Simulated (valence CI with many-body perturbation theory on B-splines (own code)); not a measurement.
The numbers below are computed, except where a source is named.
From CI to CI+MBPT in Os53+

Level of theory: relativistic CI+MBPT: five valence electrons over a frozen Dirac-Fock core [Ar], radial functions for each j: 7 s, 7 p, 8 d, 6 f, 4 g, 1 h, with the one-electron correlation potential Σ1, the two-electron term Σ2, the three-electron term Σ3, Breit, model QED; selected CI, second order for the rest (own B-spline code, finite nucleus).

No measured spectrum was set against this ion. As an estimate, large intervals hold to a few tenths of a per cent, small ones and those within an open d or f shell to about a per cent. Among the levels kept, up to 250 cm⁻¹ of a level comes from second order outside the variational space, and about a tenth of that is noise between levels of different J, which matters for small intervals. The list stops below the first excitations out of the core. Only levels of the ground parity were solved; by the run's estimate the other parity begins above the list, which can be wrong where configurations are misplaced.

Each rung adds one term. CI alone is the Dirac-Coulomb CI over the frozen core; QED comes last and gives the full result, which names the levels. Energies are above (3d3/2^4 3d5/2) J=5/2 on the same rung, in eV.

Levels are named by their leading jj configuration (3d3/2^4 stands for four electrons in 3d with j = 3/2), which in mixed levels can hold well under half, so a name can repeat and another be missing. Letters in brackets count levels of one name in rising energy.

```csv
Level,CI alone,Σ1,Σ2,Σ3,Breit,QED,Full
(3d3/2^3 3d5/2^2) J=5/2 [a],67.85,+0.281,+0.769,+0.214,-1.698,+0.216,67.63
(3d3/2^3 3d5/2^2) J=7/2 [a],80.86,+0.283,+0.533,+0.145,-2.476,+0.213,79.56
(3d3/2^3 3d5/2^2) J=11/2,83.46,+0.285,+0.963,-0.026,-4.122,+0.214,80.77
(3d3/2^3 3d5/2^2) J=3/2 [a],82.24,+0.285,+0.276,+0.049,-1.477,+0.214,81.59
(3d3/2^3 3d5/2^2) J=9/2,88.72,+0.290,+0.547,+0.093,-3.173,+0.216,86.70
(3d3/2^3 3d5/2^2) J=5/2 [b],92.36,+0.294,+0.071,+0.210,-2.452,+0.218,90.70
(3d3/2^3 3d5/2^2) J=1/2,95.95,+0.304,-0.103,+0.161,-1.778,+0.225,94.76
(3d3/2^3 3d5/2^2) J=7/2 [b],97.18,+0.293,+0.105,-0.017,-2.525,+0.215,95.25
(3d3/2^3 3d5/2^2) J=3/2 [b],114.44,+0.315,-0.327,+0.137,-1.416,+0.228,113.37
(3d3/2^2 3d5/2^3) J=5/2 [a],147.03,+0.559,+1.144,+0.222,-3.331,+0.426,146.05
(3d3/2^2 3d5/2^3) J=7/2 [a],157.16,+0.568,+0.996,+0.208,-4.239,+0.430,155.12
(3d3/2^2 3d5/2^3) J=11/2,158.61,+0.569,+1.510,+0.069,-5.785,+0.430,155.40
(3d3/2^2 3d5/2^3) J=9/2 [a],160.41,+0.569,+1.122,+0.147,-5.132,+0.429,157.54
(3d3/2^2 3d5/2^3) J=13/2,165.10,+0.573,+1.655,-0.034,-7.193,+0.431,160.53
(3d3/2^2 3d5/2^3) J=1/2 [a],164.18,+0.574,+0.536,+0.244,-3.139,+0.432,162.83
(3d3/2^2 3d5/2^3) J=3/2 [a],165.51,+0.574,+0.693,+0.114,-3.280,+0.432,164.04
(3d3/2^2 3d5/2^3) J=5/2 [b],167.40,+0.573,+0.606,+0.176,-4.087,+0.430,165.10
(3d3/2^2 3d5/2^3) J=9/2 [b],173.33,+0.576,+0.981,+0.024,-4.840,+0.431,170.50
(3d3/2^2 3d5/2^3) J=7/2 [b],176.47,+0.578,+0.496,+0.132,-5.085,+0.431,173.02
```

The middle columns are the shifts that each term adds.

(1) How does the ionisation energy move along the ladder, and which term matters most?

Results:

(1) CI alone 5040.7, + Σ1 5043.0, + Σ2 5054.0, + Σ3 5054.2, + Breit 5052.0, + QED 5052.0 eV. The largest step is Σ2, 11.0 eV. NIST lists 5052 ± 5 eV (theoretical).
